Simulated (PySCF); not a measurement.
Compound: C5H4F3NO2.
SMILES with atom numbers: `[CH3:1][O:2][C@@:3]1([C:4]#[N:5])[O:6][C@H:7]1[C:8]([F:9])([F:10])[F:11]`

NICS = −σ at a ghost point: NICS(0) at the centroid of the ring atoms, NICS(1) 1 Å to either side along the normal of their mean plane, zz for the tensor component along that normal. Level: GIAO PBE0/pcSseg-1 (PySCF, non-relativistic, gas phase) on the GFN2-xTB geometry, one conformer.

Ring bond lengths (Å), with Mayer bond orders in brackets: C3–O6 1.405 (0.92), O6–C7 1.390 (0.94), C7–C3 1.481 (0.88).

Problem. Give the NICS values of each ring in ppm.

Solution. 
```tsv
ring	type	NICS(0)	NICS(1), two faces	NICS(1)zz, two faces	rms pucker (Å)	centre to ring atoms, mean (Å)
C3–O6–C7	3-membered ring with O; formal bonds all single	-45.2	-7.7 / -6.5	-22.7 / -17.3	0.00	0.82
```

Problem. What do they say, and how far can they be read as aromaticity?

Solution. 
- C3–O6–C7: mean NICS(1)zz -20.0 ppm, shielded. C3, C7 have four or more neighbours, so the value isn't read as a sign of a π ring current. The two faces differ by 5.4 ppm, so no symmetry operation interchanges them. NICS(0) lies 38 ppm below the mean NICS(1).

Problem. What is the mean of the two in-plane components of NICS at the first NICS(1) probe listed for ring C3–O6–C7, 1 Å off the ring?

Solution. The isotropic value is a third of the trace: (3 × -7.7 − (-22.7))/2 = -0.2 ppm.

The values belong to the conformer `[CH3:1][O:2][C@@:3]1([C:4]#[N:5])[O:6][C@H:7]1[C:8]([F:9])([F:10])[F:11]`: C1–O2–C3–C4 -73°, O6–C7–C8–F9 140°.
